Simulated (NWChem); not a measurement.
GeHCl3; SMILES [GeH]([Cl])([Cl])[Cl]

All runs: NWChem. Coordinates come from a PBE0/def2-SVP optimisation.

Diagonal of the polarisability tensor at B3LYP/def2-SVPD, static: 77.17, 77.17, 61.14 bohr³.

Find the mean polarisability volume, the molar refraction, and the refractive index that an ideal gas of it would have at 273.15 K and 1 atm.


1. Mean: one third of the trace = 71.82 bohr³ × 0.14818 Å³/bohr³ = 10.64 Å³.
2. Molar refraction (Lorentz-Lorenz): (4π/3) N_A α = 26.8 cm³/mol.
3. Number density p/kT = 2.687 × 10⁻⁵ Å⁻³; n − 1 = 2π N α = 17.97 × 10⁻⁴.
4. These hold the electronic response alone: vibrational and orientational terms add to the static dielectric constant.
